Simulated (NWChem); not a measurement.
System: C₂H₃F₃O; SMILES O(C(F)(F)F)C

NWChem input:

```
start job
memory heap 200 mb stack 900 mb global 1100 mb
geometry units angstroms noautosym nocenter noautoz
  C      0.026243     1.945063     0.000000
  O      0.769036     0.720931     0.000000
  C      0.035356    -0.409814     0.000000
  F     -0.773471    -0.506238    -1.088095
  F      0.872596    -1.450272     0.000000
  F     -0.773471    -0.506238     1.088095
  H     -0.608613     2.022857     0.906486
  H     -0.608613     2.022857    -0.906486
  H      0.774055     2.757229     0.000000
end
basis spherical
  * library 6-31g*
end
dft
  xc m05-2x
  iterations 150
end
cosmo
  do_cosmo_smd true
  solvent etoac
end
task dft energy
```

Coordinates come from a PBE-D3(BJ)/def2-SVP optimisation. Solvent: ethyl acetate.

Level: M05-2X/6-31G* with SMD (1 M gas to 1 M solution), gas-phase geometry.

Problem. Predict the main results of this run. (M05-2X/6-31G* (spherical d), SMD on the gas-phase geometry.) Quantities: solvation free energy (kcal/mol); cavity-dispersion-structure term (kcal/mol); dipole in solution (D).

Solution. 
```json
{
 "solvation free energy (kcal/mol)": "-1.9",
 "cavity-dispersion-structure term (kcal/mol)": "0.8",
 "dipole in solution (D)": "2.84"
}
```
